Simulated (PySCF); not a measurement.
## C3H10Si2: core ionisation energies

Species: C3H10Si2.
Geometry (PBE0-D3(BJ)/def2-SVP, Å), atoms numbered from 1 in this order:
```
atom  x, y, z in Å
C1     2.7687   -0.1768   -0.0864
Si2    0.9604   -0.1165   -0.5889
C3    -0.0788    0.2070    0.9534
C4    -1.4198    0.2593    1.0528
Si5   -2.6467    0.0478   -0.3478
H6     3.4165   -0.3676   -0.9552
H7     2.9417   -0.9774    0.6496
H8     3.0798    0.7773    0.3670
H9     0.7443    0.9689   -1.5980
H10    0.5606   -1.4106   -1.2261
H11    0.4984    0.3677    1.8780
H12   -1.8527    0.4560    2.0454
H13   -3.5882   -1.0755   -0.0491
H14   -1.9324   -0.2362   -1.6277
H15   -3.4606    1.2924   -0.5108
```

Level of theory: PySCF, delta-SCF UKS SCAN, pcX-2 on the ionised atom, pcseg-1 elsewhere, spin-free X2C. Binding energies are ΔSCF values: E(core-ionised, relaxed orbitals) − E(ground state) at a fixed geometry, referred to the vacuum level.

Problem. List the computed XPS lines with their assignment.

Solution. 
```json
{"atom(s)": "C1", "environment": "Si-methyl carbon", "level": "C 1s", "binding energy (eV)": "290.20", "2p1/2 (eV)": "–", "above the level's lowest (eV)": "+0.22", "count": "1"}
{"atom(s)": "Si2", "environment": "SiH2 silicon", "level": "Si 2p3/2", "binding energy (eV)": "106.32", "2p1/2 (eV)": "106.95", "above the level's lowest (eV)": "0.00", "count": "1"}
{"atom(s)": "Si2", "environment": "SiH2 silicon", "level": "Si 1s", "binding energy (eV)": "1846.12", "2p1/2 (eV)": "–", "above the level's lowest (eV)": "0.00", "count": "1"}
{"atom(s)": "C3", "environment": "alkene CH carbon", "level": "C 1s", "binding energy (eV)": "289.98", "2p1/2 (eV)": "–", "above the level's lowest (eV)": "0.00", "count": "1"}
{"atom(s)": "C4", "environment": "alkene CH carbon", "level": "C 1s", "binding energy (eV)": "290.03", "2p1/2 (eV)": "–", "above the level's lowest (eV)": "+0.05", "count": "1"}
{"atom(s)": "Si5", "environment": "SiH3 silicon", "level": "Si 2p3/2", "binding energy (eV)": "106.60", "2p1/2 (eV)": "107.22", "above the level's lowest (eV)": "+0.28", "count": "1"}
{"atom(s)": "Si5", "environment": "SiH3 silicon", "level": "Si 1s", "binding energy (eV)": "1846.35", "2p1/2 (eV)": "–", "above the level's lowest (eV)": "+0.23", "count": "1"}
```

The 3 C 1s values lie within 0.22 eV of each other; Gaussian lines of 0.5 eV full width would blend them into one maximum.

The 2 Si 1s values lie within 0.23 eV of each other; Gaussian lines of 0.5 eV full width would blend them into one maximum.

The listed Si 2p3/2 values span 0.28 eV, from Si2 (bonded to 2 C and 2 H) to Si5 (bonded to C and 3 H). Summing the Pauling electronegativity differences to the bonded atoms, each weighted by its formal bond order, gives +1.90 for the lowest site and +1.55 for the highest; the largest sum, +1.90, belongs to Si2, 0.28 eV below the top. The smallest sum, +1.55, belongs to Si5, 0.28 eV above the lowest.

Problem. Which photon energy gives electrons from C 1s of C4 a kinetic energy of 20 eV, and what is their de Broglie wavelength?

Solution. hν = 290.03 + 20 = 310.03 eV, recoil neglected; λ = 12.264 Å/√(E/eV) = 2.74 Å.

Problem. Which effective nuclear charge Zeff reproduces each element's mean 1s value in the hydrogen-like formula E = 13.606 eV × Zeff²?

Solution. C (Z = 6): mean 290.1 eV, Zeff = 4.62, Z − Zeff = 1.38; Si (Z = 14): mean 1846.2 eV, Zeff = 11.65, Z − Zeff = 2.35. Means run over the listed sites, weighted by atom count.

The 2p values aren't plain energy differences: one relaxed spin-free 2p hole is combined with a matrix within the shell (ground-state 2p orbital-energy differences and spin–orbit coupling). 2p3/2, the mean of its two sublevels, lies a third of the splitting below the shell's mean and 2p1/2 two thirds above it; the statistical areas are 2:1. 2p1/2 minus 2p3/2 (ligand field included): Si 0.62 eV. The structure is a single PBE0-D3(BJ)/def2-SVP conformer in the gas phase; no vibrational or solvent corrections.
